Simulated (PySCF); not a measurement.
C₂H₆GeO₂, SMILES CC(=O)[O][GeH3].

Coordinates come from a B3LYP-D3(BJ)/def2-SVP optimisation.

These are PBE/def2-TZVP in PySCF values and carry that method's errors.

Symmetry labels are those of the subgroup Cs that the program uses (full group Cs).

Computed valence orbital energies around the gap with their symmetry:
```tsv
orbital	symmetry	energy (eV)
HOMO−7	A'	-11.17
HOMO−6	A'	-9.89
HOMO−5	A"	-9.63
HOMO−4	A'	-8.70
HOMO−3	A"	-8.61
HOMO−2	A'	-8.11
HOMO−1	A"	-7.45
HOMO	A'	-6.32
LUMO	A"	-0.90
LUMO+1	A'	-0.77
LUMO+2	A'	-0.04
LUMO+3	A'	0.88
```
